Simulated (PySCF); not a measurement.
**Tl²⁺ (thallium, charge +2) across methods**

[Xe] 4f14 5d9 6s1 6p1, one real determinant (an excited configuration). Calculation: PySCF 2.14, in aug-cc-pVQZ-PP with one added diffuse shell each of s, p, d, f, g type with ECP60MDF (8s8p6d4f3g, 117 functions); scalar relativity through the core potential.

```json
{"method": "B97-3", "E (hartree)": "-170.9619", "mean ε 5d β (eV)": "-39.353", "mean ε 6s α (eV)": "-29.678", "mean ε 6p α (eV)": "-19.784", "Σ⟨r²⟩ (bohr²)": "41.09", "⟨S²⟩": "3.750"}
{"method": "PBE0", "E (hartree)": "-170.9310", "mean ε 5d β (eV)": "-39.188", "mean ε 6s α (eV)": "-29.812", "mean ε 6p α (eV)": "-19.934", "Σ⟨r²⟩ (bohr²)": "41.13", "⟨S²⟩": "3.751"}
{"method": "LDA", "E (hartree)": "-170.6498", "mean ε 5d β (eV)": "-37.140", "mean ε 6s α (eV)": "-28.869", "mean ε 6p α (eV)": "-18.975", "Σ⟨r²⟩ (bohr²)": "41.29", "⟨S²⟩": "3.750"}
{"method": "UHF", "E (hartree)": "-170.06522", "mean ε 5d β (eV)": "-44.447", "mean ε 6s α (eV)": "-32.764", "mean ε 6p α (eV)": "-22.653", "Σ⟨r²⟩ (bohr²)": "41.37", "⟨S²⟩": "3.752"}
{"method": "wB97X-V", "E (hartree)": "-170.9024", "mean ε 5d β (eV)": "-41.801", "mean ε 6s α (eV)": "-32.106", "mean ε 6p α (eV)": "-22.034", "Σ⟨r²⟩ (bohr²)": "41.17", "⟨S²⟩": "3.751"}
{"method": "PBE", "E (hartree)": "-170.9549", "mean ε 5d β (eV)": "-37.052", "mean ε 6s α (eV)": "-28.536", "mean ε 6p α (eV)": "-18.854", "Σ⟨r²⟩ (bohr²)": "41.21", "⟨S²⟩": "3.751"}
{"method": "revPBE", "E (hartree)": "-171.0156", "mean ε 5d β (eV)": "-37.012", "mean ε 6s α (eV)": "-28.459", "mean ε 6p α (eV)": "-18.819", "Σ⟨r²⟩ (bohr²)": "41.17", "⟨S²⟩": "3.751"}
{"method": "r2SCAN", "E (hartree)": "-171.0041", "mean ε 5d β (eV)": "-37.536", "mean ε 6s α (eV)": "-28.964", "mean ε 6p α (eV)": "-19.176", "Σ⟨r²⟩ (bohr²)": "41.00", "⟨S²⟩": "3.752"}
```

⟨L²⟩ = 8.01 against 12 for a pure F term, so this real determinant mixes terms. Energies and moments cover only the electrons outside the core potential. Spin-orbit coupling, absent here, splits the open shell strongly.
